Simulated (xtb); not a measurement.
TiIH₃, SMILES [TiH3][I], multiplicity 1. All values are semi-empirical tight-binding results from xtb (GFN2-xTB unless named), good for trends rather than for accurate numbers. Geometry: GFN2-xTB. The multiplicity is an assumed one; no other spin state was optimised. The structure was generated by enumeration; whether it is a known compound was not checked.

Optimised geometry:

```xyz
5

Ti     0.0000     0.0000     1.8341
I      0.0000     0.0000    -0.8880
H      1.4068     0.8122     2.2378
H     -1.4068     0.8122     2.2378
H      0.0000    -1.6245     2.2378
```

For metal compounds this method's bond lengths and energies can be far off.

```
Item                                          Result
-------------------------------------  -------------
point group as xtb finds it                      C3v
orbital gap                                  1.72 eV
zero-point energy                      10.6 kcal/mol
G − E(el) at 298.15 K (modified RRHO)  -6.6 kcal/mol
```

Computed atomic charges and the Wiberg bond orders between heavy atoms:
charges (e) Ti1 0.93, I2 -0.14, H3 -0.26, H4 -0.26, H5 -0.26. Bond orders Ti1–I2 1.34.
